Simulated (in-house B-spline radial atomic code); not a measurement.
## Binding energies in Mo2+

NIST's tabulated ground configuration is [Kr] 4d4; each binding energy is the energy of the ion with one electron taken from that subshell, relaxed, less that of the parent. All numbers are computed (Dirac-Hartree-Fock, average of configuration; Fermi nucleus of rms radius 4.4091 fm) with an all-electron radial atomic-structure program (B-spline basis), not measured. Energies include first-order Breit, QED and recoil terms.

```tsv
subshell	X-ray name	binding energy (eV)	-ε (eV)	relaxation (eV)
1s	K	20028.2	20140.4	57.9
2s	L1	2901.2	2936.0	29.6
2p1/2	L2	2655.4	2693.0	32.5
2p3/2	L3	2550.5	2585.8	31.8
3s	M1	536.7	548.2	10.7
3p1/2	M2	442.6	454.2	11.0
3p3/2	M3	424.9	435.9	10.7
4s	N1	95.66	98.25	2.48
4p1/2	N2	66.39	68.61	2.14
4p3/2	N3	63.88	65.94	2.03
4d	N4,5	25.26	26.22	0.96
```

Relaxation = -ε minus the binding energy without Breit, QED and recoil terms.

Emission lines follow as differences of binding energies, with λ = 12398.42 eV·Å / E:

| line | holes | energy (eV) | wavelength (Å) |
| --- | --- | --- | --- |
| K-L3 | 1s → 2p3/2 | 17477.7 | 0.70939 |
| K-L2 | 1s → 2p1/2 | 17372.8 | 0.71367 |
| K-M3 | 1s → 3p3/2 | 19603.3 | 0.63247 |
| L1-M3 | 2s → 3p3/2 | 2476.3 | 5.0068 |
| L3-M1 | 2p3/2 → 3s | 2013.8 | 6.1567 |

(1) What screening constant σ does Moseley's law, E = (3/4)·13.6057 eV·(Z - σ)², need for K-L3?

Moseley's non-relativistic formula needs a falling, then negative, screening constant for heavy elements, because relativity binds the 1s electron more strongly than the formula allows.

(2) What does it cost to remove both a 2s and a 4p3/2 electron?

(3) What does it cost to remove two 3p3/2 electrons?

(4) What does it cost to remove both a 4p1/2 and a 4d electron?

Results:

(1) σ = 0.61.

(2) 2983.9 eV, which is 18.85 eV more than the two single binding energies together.

(3) 884.6 eV, which is 34.88 eV more than the two single binding energies together.

(4) 105.33 eV, which is 13.67 eV more than the two single binding energies together.
